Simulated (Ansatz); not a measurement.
Species: CH₇S₃Si (charge +1, singlet). It need not be the lowest isomer of its formula. 
Coordinates optimised at B3LYP-D3(BJ)/def2-TZVP (Ansatz, an electronic-structure program):
SMILES: C[Si](S)([SH2+])S
```xyz
12

C      2.0461    -0.5022     0.4125
Si     0.3491     0.1556     0.1312
S      0.1768     1.3912    -1.5622
S     -0.6511     0.6691     1.9062
S     -0.7024    -1.8578    -0.6904
H      2.6816     0.3147     0.7621
H      2.0516    -1.2870     1.1708
H      2.4727    -0.8971    -0.5110
H     -0.9728     1.9771    -1.1808
H     -1.6608     1.3302     1.3107
H     -1.9523    -1.3677    -0.8042
H     -0.9558    -2.4741     0.4838
```
Charge +1, spin multiplicity 1.

Basis-set convergence of Hartree-Fock and CCSD correlation energies (hartree) with Ansatz. Cores are frozen in the correlated levels unless marked. No spin-orbit coupling. Non-relativistic.

```
basis        functions        E(HF)  E(corr, CCSD)
-----------  ---------  -----------  -------------
cc-pV(D+d)Z        141  -1523.32879       -0.72710
cc-pV(T+d)Z        284  -1523.40347       -0.90354
cc-pV(Q+d)Z        521  -1523.41978       -0.95984
```

Extrapolating the two largest sets (X = 3 and 4) as X^-3: E(corr) = (64·(-0.95984) - 27·(-0.90354))/37 = -1.0009 Eh, an estimate of the basis-set limit. The largest set recovers 95.9 % of it, the smallest 72.6 %.
